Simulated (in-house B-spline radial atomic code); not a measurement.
Radial electron density of the gallium ion Ga⁺, [Ar] 3d10 4s1 7g1. Level of theory: Dirac-Hartree-Fock, average of configuration, Fermi nucleus of rms radius 3.9973 fm; calculated with a radial B-spline atomic code at the basis-set limit.

Columns: r (bohr), 4πr²n(r) (electrons per bohr), bar.

```
  0.0018   0.8759 #
 0.00233    1.401 #
 0.00301    2.213 ##
 0.00389    3.453 ####
 0.00502    5.292 #####
 0.00649    7.969 ########
 0.00839    11.69 ############
  0.0108    16.47 #################
   0.014    22.43 #######################
  0.0181    28.78 #############################
  0.0234    34.42 ###################################
  0.0303    37.77 ######################################
  0.0391    37.58 ######################################
  0.0505    34.31 ###################################
  0.0653    30.88 ###############################
  0.0844    31.49 ################################
   0.109    37.33 ######################################
   0.141    43.37 ############################################
   0.182    41.63 ##########################################
   0.236    31.09 ################################
   0.304    21.99 ######################
   0.393    22.21 #######################
   0.508    26.55 ###########################
   0.657    24.68 #########################
   0.849    16.24 ################
     1.1    7.823 ########
    1.42    3.198 ###
    1.83    1.353 #
    2.37   0.5996 #
    3.06    0.218 
    3.96  0.04743 
    5.12 0.008365 
    6.61  0.01192 
    8.54  0.02083 
      11  0.01153 
    14.3 0.001737 
    18.4  0.02656 
    23.8 0.002456 
    30.8  0.03515 
    39.8  0.04043 
    51.5 0.004451 
    66.5 5.184e-05 
      86 3.963e-08 
     111 1.171e-12
```

On this grid the curve has 6 maxima, near 0.0303, 0.141, 0.508, 8.54, 18.4, 39.8 bohr.

The 7g7/2 radial function P(r) = rR(r), positive near the nucleus, with its small component Q(r) (sign convention: Q ≈ (P' + κP/r)/2c):

| r (bohr) | P | Q |
| --- | --- | --- |
| 1.42 | 0.0005641 | 1.176e-05 |
| 2.37 | 0.004458 | 5.418e-05 |
| 3.96 | 0.02847 | 0.0001899 |
| 6.61 | 0.1084 | 0.0003459 |
| 11 | 0.1074 | 2.031e-05 |
| 18.4 | -0.163 | -0.0001514 |
| 30.8 | 0.1875 | 0.0001628 |
| 51.5 | 0.06672 | -1.142e-05 |
